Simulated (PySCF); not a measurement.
C2H4F, SMILES C[CH]F (connectivity only; charge and spin as stated), charge +1, multiplicity 1.

The structure is a stationary point at PBE0-D3(BJ)/def2-TZVP. The multiplicity is an assumed one; other spin states were not compared. The isomer is the one that the SMILES or the coordinates give; other isomers of the formula were not compared.

These are PBE0-D3(BJ)/def2-TZVP run with PySCF values and carry that method's errors.

No scaling factor is applied to the harmonic values.

Computed vibrational spectrum:
| mode | ν (cm⁻¹) | IR (km/mol) | moving atoms (share of kinetic energy) |
|---|---|---|---|
| 1 | 97 | 1.8 | H 81 %, C 12 % |
| 2 | 496 | 14.8 | C 36 %, H 35 %, F 29 % |
| 3 | 715 | 14.1 | H 92 %, C 8 % |
| 4 | 910 | 10.6 | H 54 %, C 35 %, F 12 % |
| 5 | 1131 | 8.3 | H 52 %, C 46 % |
| 6 | 1197 | 32.5 | H 60 %, C 39 % |
| 7 | 1283 | 219.6 | H 72 %, C 25 % |
| 8 | 1379 | 25.6 | H 95 % |
| 9 | 1382 | 33.7 | H 68 %, F 17 %, C 15 % |
| 10 | 1404 | 38.6 | H 70 %, C 24 % |
| 11 | 1604 | 211.4 | C 64 %, H 24 %, F 13 % |
| 12 | 2966 | 127.3 | H 96 % |
| 13 | 2988 | 64.0 | H 92 % |
| 14 | 3140 | 5.0 | H 91 %, C 9 % |
| 15 | 3193 | 26.9 | H 91 %, C 9 % |
